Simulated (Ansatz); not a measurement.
A nudged elastic band was laid between two geometries of C3H11NOSi (17 atoms, charge 0, multiplicity 1).

These are results of RKS PBE0-D4/STO-3G in Ansatz 0.2.0, not measurements.

- movable images: 5
- climbing image: yes
- spring: 5.0 eV/Å²
- optimiser: quadratic models (default)
- start path: through a guess of the saddle point
- force threshold: 0.05 eV/Å
- iteration limit: 60
- end points: relaxed

Image 0:

```xyz
17
Properties=species:S:1:pos:R:3
C 0.474 -2.333 -0.516
C 1.269 -1.009 -0.536
Si 0.562 0.280 0.636
O 1.397 1.760 0.578
C -1.199 0.776 0.123
N -1.194 2.290 0.235
H 0.462 -2.772 0.491
H 0.915 -3.072 -1.198
H -0.569 -2.175 -0.825
H 1.285 -0.615 -1.560
H 2.313 -1.216 -0.266
H 0.552 -0.300 1.966
H 0.594 2.367 0.352
H -1.374 0.523 -0.932
H -2.004 0.310 0.712
H -1.935 2.664 -0.411
H -1.568 2.521 1.191
```

Image 6:

```xyz
17
Properties=species:S:1:pos:R:3
C 0.373 -2.140 -0.930
C 1.047 -0.868 -0.367
Si 0.347 -0.369 1.368
O 1.163 1.324 1.207
C -1.273 0.488 0.614
N -0.805 1.764 -0.085
H 0.494 -2.986 -0.239
H 0.798 -2.443 -1.898
H -0.706 -1.993 -1.079
H 0.964 -0.073 -1.124
H 2.122 -1.076 -0.278
H 1.070 1.773 2.107
H 0.375 1.808 0.577
H -1.853 -0.128 -0.090
H -1.968 0.820 1.400
H -0.651 1.567 -1.101
H -1.518 2.532 -0.041
```

Q: Which bonds break or form, and what moves?

A: Bonds broken: Si3–H12. Bonds formed: O4–H12.

Q: Give the energies along the band, and the barrier.

A: It converged. The highest image is number 2 of 0 to 6, 309.1 kJ/mol above the first end and 184.3 kJ/mol above the last; the last end lies 124.8 kJ/mol above the first. Neighbouring images differ by up to 2.8 eV, so the band resolves the path poorly. A vibrational analysis at the climbing image gives one clearly imaginary mode, 1409i cm⁻¹: a first-order saddle point. The orbitals stay closed-shell, which can raise the energy where a bond breaks towards radicals; this wasn't checked here. Limits of this set-up: minimal basis.

```csv
image,path coordinate (Å),energy (kJ/mol),Si3–H12 (Å),O4–H12 (Å)
0,0.00,0.0,1.45,2.62
1,0.99,34.5,1.44,2.40
2,1.97,309.1,1.53,1.43
3,3.02,139.2,2.29,1.01
4,4.06,133.2,2.37,1.01
5,5.10,128.9,2.37,1.01
6,6.15,124.8,2.38,1.01
```

Q: What is the geometry of the highest image?

A: 
```xyz
17
Properties=species:S:1:pos:R:3
C 0.379 -2.376 -0.649
C 1.228 -1.105 -0.432
Si 0.496 0.069 0.873
O 1.360 1.668 0.593
C -1.189 0.666 0.160
N -1.164 2.176 0.311
H 0.306 -2.967 0.273
H 0.816 -3.021 -1.424
H -0.643 -2.124 -0.965
H 1.321 -0.566 -1.386
H 2.244 -1.403 -0.141
H 1.094 1.066 1.864
H 0.494 2.240 0.443
H -1.244 0.452 -0.917
H -2.082 0.222 0.628
H -1.799 2.598 -0.413
H -1.634 2.405 1.223
```

The band took 18 iterations and roughly 5 core-minutes.

Time of the run: 4.9 min on 1 thread of Intel(R) Xeon(R) Platinum 8375C CPU @ 2.90GHz (Ice Lake) (shared host), peak memory 0.15 GiB.
